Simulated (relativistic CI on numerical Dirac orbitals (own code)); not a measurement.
Method of calculation: Dirac-Coulomb-Breit CI, separate exchange-only KLI orbitals for each configuration, model QED (radiative potential, 1s self-energy scaled to tabulated hydrogen-like ionisation energies), unscaled Slater integrals (own radial code, finite nucleus).

The strongest absorption lines from the ground level of an ion, among the configurations computed and to levels below about 1180 eV (vacuum wavelength in Å, gf): 14.301 (0.074), 14.465 (0.055), 20.186 (0.19), 20.798 (0.17), 113.53 (0.94), 177.20 (0.29).

Which ion is it?
A. Sm XXXIV
B. Sm XXXVI
C. Ba XXVIII
D. Pr XXXI

A. Sm XXXIV has 29 electrons and the ground level 3d¹⁰4s ²S1/2; the strongest line goes to 3d¹⁰4p ²P°3/2. The pattern of lines fixes the number of electrons, and along that sequence the line energies rise steadily with the charge (about as its square where n changes within one kind of shell, about linearly where n is kept but much faster in heavy ions where fine structure, which grows about as Z⁴, sets the gap, and irregularly where shells cross), which fixes Z. Configurations outside the model, such as inner-shell arrays, can give stronger lines. At this charge energies of transitions that change n are usually good to better than 1 %, and those within a shell (Δn = 0) to a few per cent.

LS names give the leading component of a level, which can be under half, so a name can repeat, a term be missing and a line seem to break the LS rules.
